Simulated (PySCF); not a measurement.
Bi(Et)(OH)2 (C2H7BiO2), SMILES C[CH2][Bi]([OH])[OH]. Coordinates come from a B3LYP-D3(BJ)/def2-SVP optimisation. The structure was generated by enumeration; whether it is a known compound was not checked. The def2 effective core potentials stand for the cores of Bi; spin–orbit coupling is left out. The values are those of a single conformer.

Computed equilibrium geometry at B3LYP-D3(BJ)/def2-SVP (PySCF confirms it by a frequency run) as Cartesian coordinates in Å (one conformer of several):
```xyz
12

Bi    -0.0178     0.0768     0.4911
C      0.3589    -1.6540    -0.9997
C     -0.0699    -1.2754    -2.4114
H     -0.1976    -2.5278    -0.6233
H      1.4347    -1.8868    -0.9316
H      0.5086    -0.4161    -2.7934
H     -1.1332    -0.9902    -2.4353
H      0.0774    -2.1044    -3.1250
O     -1.6614     0.8540    -0.5905
H     -1.3563     1.1869    -1.4483
O      1.4902     1.2767    -0.3740
H      1.7770     0.8980    -1.2183
```
Charge 0, spin multiplicity 1.
